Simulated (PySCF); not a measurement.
C₂H₈O₂Si, SMILES C[C@H](O)[SiH2]O. Atoms are numbered in the order given.

```xyz
13

C      2.0737    -0.3576     0.4336
C      0.8297     0.2012    -0.2257
O      0.5065     1.5161     0.2452
Si    -0.7780    -0.7997    -0.0350
O     -1.9816     0.2197    -0.5721
H      1.9172    -0.5260     1.5130
H      2.3558    -1.3252    -0.0102
H      2.9227     0.3348     0.3170
H      1.0202     0.3295    -1.3056
H      0.5013     1.4868     1.2098
H     -0.8220    -2.0627    -0.8258
H     -0.9286    -1.1265     1.4229
H     -1.6932     1.1367    -0.4624
```
Charge 0, spin multiplicity 1.

Geometry optimised at PBE0-D3(BJ)/def2-SVP. The structure was generated by enumeration; whether it is a known compound was not checked. Other conformers were not sampled.

All values below come from KT2/pcSseg-1 in PySCF.

GIAO shieldings, no solvent; atoms listed in one row are averaged. δ = σ(ref) − σ: ¹³C against TMS (σ = 185.1 ppm); ¹⁷O against H2O (σ = 330.4 ppm); ²⁹Si against TMS (σ = 361.9 ppm); ¹H against TMS (σ = 31.47 ppm), references at their B3LYP-D3(BJ)/def2-TZVP geometries, non-relativistic.

```csv
nucleus,atoms,count,δ (ppm)
¹³C,C2,1,65.3
¹³C,C1,1,22.1
¹⁷O,O3,1,58.6
¹⁷O,O5,1,12.6
²⁹Si,Si4,1,-13.6
¹H,H11,1,5.33
¹H,H12,1,4.91
¹H,H9,1,3.74
¹H,H13,1,1.77
¹H,"H6, H7, H8",3,1.58
¹H,H10,1,-0.88
```
